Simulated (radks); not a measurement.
Fractional charge and spin in the 5s shell of antimony: the spin-up occupation runs from 0 to 1 and the spin-down occupation from 0 to 1; the fullest corner is Sb+, [Kr] 4d10 5p(up 1, down 1) 5s(up 1, down 1). Calculated with a radial shooting solver on a logarithmic mesh with Libxc functionals: scalar-relativistic Kohn-Sham, PBEsol, spin-polarised, spherical densities, finite nucleus; Fermi nuclear charge, rms radius of each element as measured or else 0.836 A^(1/3) + 0.57 fm. Energy (eV) above the fullest corner. The planes named below are the two flat planes that join the four corners, with an edge along up + down = one added electron.

| down \ up | 0 | 0.25 | 0.5 | 0.75 | 1 |
|---|---|---|---|---|---|
| 0 | 60.869 | 51.030 | 41.809 | 33.202 | 25.203 |
| 0.25 | 51.030 | 41.877 | 33.333 | 25.391 | 18.046 |
| 0.5 | 41.809 | 33.333 | 25.454 | 18.167 | 11.466 |
| 0.75 | 33.202 | 25.391 | 18.167 | 11.523 | 5.453 |
| 1 | 25.203 | 18.046 | 11.466 | 5.453 | 0.000 |

Corners above the fullest one (they belong to Sb2+ and the next ion): (up 1, down 0) 25.203 eV, (up 0, down 1) 25.203 eV, (up 0, down 0) 60.869 eV. With half an added electron in each spin the energy lies 0.251 eV from the planes, and with half an added electron in spin up alone -1.226 eV. The planes are only a guide here: the flat-plane condition holds for ground states with one frontier orbital, while this shell lies below other occupied shells, so the corners above the fullest one are inner-hole states and not the ground states of those ions.
